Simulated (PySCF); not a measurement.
# `C1(C(C)=O)=C/C(=C\C=C)C=C1`, C$_{10}$H$_{10}$O

Geometry:
| atom | x (Å) | y (Å) | z (Å) |
| --- | --- | --- | --- |
| C1 | -4.447 | 0.261 | 0.297 |
| C2 | -3.107 | 0.362 | 0.320 |
| C3 | -2.237 | -0.613 | -0.289 |
| C4 | -0.876 | -0.569 | -0.301 |
| C5 | 0.003 | -1.562 | -0.921 |
| C6 | 1.286 | -1.169 | -0.721 |
| C7 | 1.283 | 0.093 | 0.035 |
| C8 | 2.451 | 0.889 | 0.479 |
| C9 | 3.820 | 0.362 | 0.127 |
| O10 | 2.306 | 1.921 | 1.100 |
| C11 | -0.011 | 0.448 | 0.284 |
| H12 | -5.085 | 1.013 | 0.766 |
| H13 | -4.943 | -0.582 | -0.194 |
| H14 | -2.639 | 1.217 | 0.819 |
| H15 | -2.725 | -1.461 | -0.784 |
| H16 | -0.342 | -2.453 | -1.445 |
| H17 | 2.179 | -1.694 | -1.061 |
| H18 | 3.968 | -0.643 | 0.552 |
| H19 | 3.928 | 0.268 | -0.966 |
| H20 | 4.586 | 1.044 | 0.516 |
| H21 | -0.314 | 1.341 | 0.828 |

Level of theory: PySCF, quadratic response CAM-B3LYP/def2-SVPD first hyperpolarisability, Taylor convention, gas phase. Geometry: PBE0-D3(BJ)/def2-SVP.

Task: Give the tensor of the second harmonic β(−2ω;ω,ω) at 1907 nm in the axes of these coordinates.

Result: In au, Taylor convention; rows are the first index (the induced dipole):
```csv
,xx,yy,zz,xy,xz,yz
x,-887.8,-151.9,-38.0,-198.6,-93.1,-93.9
y,-193.3,+64.9,+26.4,-140.1,-86.6,+15.0
z,-90.0,+15.1,+44.0,-86.4,-34.3,+26.8
```
Norm of βᵢ = ⅓ Σⱼ (βᵢⱼⱼ + βⱼᵢⱼ + βⱼⱼᵢ): 1073.2 au, hyper-Rayleigh value 434.4 au.
